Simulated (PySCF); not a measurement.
C4H7FO3.
Atom-mapped SMILES: `[CH3:1][O:2][C@@H:3]1[O:4][CH2:5][O:6][C@H:7]1[F:8]` (hydrogens: H9, H10, H11 on C1; H12 on C3; H13, H14 on C5; H15 on C7)

The closed-shell ground state was solved at several levels (PySCF, density fitting, gas phase, non-relativistic). Geometry: GFN2-xTB, one conformer, isolated molecule.

```tsv
level	basis functions	total energy (Eh)	HOMO (eV)	LUMO (eV)	gap (eV)	dipole (D)
PBE0/pcSseg-1	171	-481.5664	-8.01	1.54	9.55	2.26
CAM-B3LYP/def2-SVPD	228	-481.6262	-9.61	1.22	10.83	2.31
```

Question: What might B3LYP/pcJ-1 (286 basis functions) give for the same quantities?

Answer: Total energy -482.1373 Eh, HOMO -7.75 eV, LUMO 1.23 eV, gap 8.98 eV, dipole 2.24 D.

Question: Over all these levels, which gives the widest orbital gap and which the narrowest?

Answer: CAM-B3LYP/def2-SVPD (range-separated hybrid) has the widest, 10.83 eV, and B3LYP/pcJ-1 (global hybrid, 20 % exact exchange) the narrowest, 8.98 eV. Functional and basis both differ between the two, so the spread mixes both effects.

Question: How far do the dipole and the HOMO energy spread over the levels?

Answer: The dipole runs from 2.24 to 2.31 D (mean 2.27 D) and the HOMO from -9.61 to -7.75 eV.
